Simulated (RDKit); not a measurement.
Input for RDKit: UFF on NH3 (SMILES N).

```python
from rdkit import Chem
from rdkit.Chem import AllChem, rdDetermineBonds

blocks = [
'''4

N     0.08141715   -0.08459136    0.02662002
H     0.71660553    0.69713029   -0.08731696
H     0.50144824   -0.88624045   -0.42973354
H    -0.76990162    0.13822243   -0.47619660
''',
]
mol = None
for b in blocks:
    f = Chem.MolFromXYZBlock(b)
    rdDetermineBonds.DetermineBonds(f, charge=0)
    mol = f if mol is None else Chem.CombineMols(mol, f)
Chem.SanitizeMol(mol)
print(Chem.MolToSmiles(Chem.RemoveHs(mol)))
ff = AllChem.UFFGetMoleculeForceField(mol, vdwThresh=100.0, ignoreInterfragInteractions=False)
e = ff.CalcEnergy()
print(f'UFF energy {e:.6f} kcal/mol')
```

The log:

```
N
UFF energy 1.530229 kcal/mol
```

The run finished.

Cost: roughly 0.010 core-seconds.
